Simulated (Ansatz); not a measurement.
C4H4, SMILES `C=C=C=C` (charge 0, multiplicity 1).

Method: LC-ωPBE/cc-pVTZ // B3LYP-D3(BJ)/def2-TZVP run with Ansatz (an electronic-structure program).

Ansatz 0.2 input:
```yaml
crystal:
  periodic: [false, false, false]
  atoms:
    - { symbol: C, position_ang: [1.93785, 0.121781, 0.095824] }
    - { symbol: C, position_ang: [0.629932, 0.039734, 0.041193] }
    - { symbol: C, position_ang: [-0.629946, -0.03943, -0.011389] }
    - { symbol: C, position_ang: [-1.93785, -0.121748, -0.065939] }
    - { symbol: H, position_ang: [2.445295, 0.470382, 0.988308] }
    - { symbol: H, position_ang: [2.557188, -0.156193, -0.749578] }
    - { symbol: H, position_ang: [-2.557109, 0.154192, 0.780182] }
    - { symbol: H, position_ang: [-2.44536, -0.468717, -0.959021] }
basis:
  gaussian: { orbitals: cc-pVTZ }
hamiltonian:
  xc: lc_wpbe
```

Output:

```
Functional definition: LC-wPBE
896 factors; their error is unknown
288 factors; integrals over basis functions are off by at most 3.6e-5 eV
mean field evaluation 1: about -4205.9714 eV, gradient 3.1e1 eV
mean field evaluation 2: about -4207.7699 eV, gradient 1.5e1 eV
mean field evaluation 4: about -4208.2791 eV, gradient 1.4e0 eV
mean field evaluation 8: about -4208.2736 eV, gradient 1.9e-1 eV
mean field -4208.27363235 eV, -154.6512035184 hartree, gradient 4.1e-5 eV, S^2 0.000000; 0 other end points of the search recorded, 0 dependent functions left out
reference -4208.27363235 eV, -154.6512035186 hartree; 14, 14 occupied and 162, 162 virtual orbitals, 896 factors
Total energy: -4208.27363235 eV, -154.6512035186 hartree
```
